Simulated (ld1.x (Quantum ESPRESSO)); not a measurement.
**cobalt, TM: configuration errors across variants**

cobalt, norm-conserving Troullier–Martins (Kleinman–Bylander form), made with ld1.x (Quantum ESPRESSO) 7.5 (PBE, non-relativistic). Core [Ar], reference 3d7 4s2 4p0. Waves: 4s (bound): rc 2.05 bohr; 4p (bound, empty): rc 0.90 bohr; 3d (bound): rc 1.55 bohr. Local part: the d channel. Core correction: none.

All-electron excitation energies from the reference (eV): (1) 3d7 4s1 4p0 8.880; (2) 3d7 4s0 4p0 25.423; (3) 3d6 4s0 4p0 61.525; (4) 3d7.5 4s1.5 4p0 -1.147; (5) 3d8 4s0 4p0 5.948; (6) 3d8 4s1 4p0 -1.540.

For the base: The 4p radius (0.90 bohr) lies inside the outermost node of the all-electron wave (1.05 bohr), which a nodeless pseudo-wave cannot match soundly.

Tests that are not counted but printed errors over 1 eV. “base”: 3d6 4s2 4p1 (solver errors, printed error -30.5 eV). “local potential all-electron potential smoothed inside 1.90 bohr (lloc = -1)”: 3d6 4s2 4p1 (solver errors, printed error -3.0 eV). “wave 4p (bound): rc 0.90 bohr becomes 4p (bound): rc 0.96 bohr”: 3d6 4s2 4p1 (solver errors, printed error -30.5 eV). “wave 3d (bound): rc 1.55 bohr becomes 3d (bound): rc 1.88 bohr”: 3d6 4s2 4p1 (solver errors, printed error -3.0 eV).

3 further variants failed, have other tests or another functional or relativity, and are left out.

A true bound ghost makes a file unfit for plane-wave use even where its test errors are small: the radial tests pick states by their node count and pass the ghost by. Where a test does run into it, the solver fails or the error is huge.

Errors AE − PS in meV (a dash: test not solved or not reliable):

| change | (1) | (2) | (3) | (4) | (5) | (6) | bound ghosts |
| --- | --- | --- | --- | --- | --- | --- | --- |
| base | +7.6 | +79 | +107 | -35 | -175 | -118 | s, p |
| local potential all-electron potential smoothed inside 1.90 bohr (lloc = -1) | +8.5 | +78 | +110 | -33 | -177 | -114 | p |
| wave 4p (bound): rc 0.90 bohr becomes 4p (bound): rc 0.96 bohr | +7.6 | +79 | +107 | -35 | -175 | -118 | p, s |
| wave 3d (bound): rc 1.55 bohr becomes 3d (bound): rc 1.88 bohr | +8.5 | +81 | +9.6 | -33 | -135 | -120 | s, p |

Q: Give the same row for: type ultrasoft; waves now 4s (bound): rcut 1.80, rcutus 2.05 bohr; 4s channel at 0.8 Ry: rcut 1.80, rcutus 2.05 bohr; 4p (bound): rc 0.90 bohr; 4p channel at 3.15 Ry: rc 0.90 bohr; 3d (bound): rcut 1.35, rcutus 1.55 bohr; 3d channel at -0.3 Ry: rcut 1.35, rcutus 1.55 bohr; local potential all-electron potential smoothed inside 0.90 bohr (lloc = -1); augmentation PSQ, inside the norm-conserving radii.

A: +12, +110, +135, -0.4, +37, 0.0; bound ghosts: s, p. Not counted: 3d6 4s2 4p1 (solver errors, printed error -2.9 eV).
